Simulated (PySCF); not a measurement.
## Fine-structure interval of Tl³⁶⁺ by level of theory

Tl³⁶⁺ [Kr] 4d9 [4d3/2^4 4d5/2^5, M_J = 5/2] → Tl³⁶⁺ [Kr] 4d9 [4d3/2^3 4d5/2^6, M_J = 3/2], as a difference of total energies. Computed with PySCF 2.14 in an uncontracted even-tempered set (17 s from 3.9 bohr⁻², ratio 2.8; 14 p from 5.1 bohr⁻², ratio 2.8; 9 d from 5.1 bohr⁻², ratio 2.8; 3 f from 23 bohr⁻², ratio 3), with the two-component X2C-1e Hamiltonian. Correlated levels: [Ar] 3d10 frozen; the 92 highest virtual spinors dropped. "Screened" scales the spin-orbit matrix elements by Boettger's factors to mimic the two-electron term; Breit and QED terms are absent.

```tsv
method	fine-structure interval (cm⁻¹)
GHF (screened spin-orbit)	228990
GMP2 (screened spin-orbit)	229530
GHF (bare spin-orbit)	261610
```
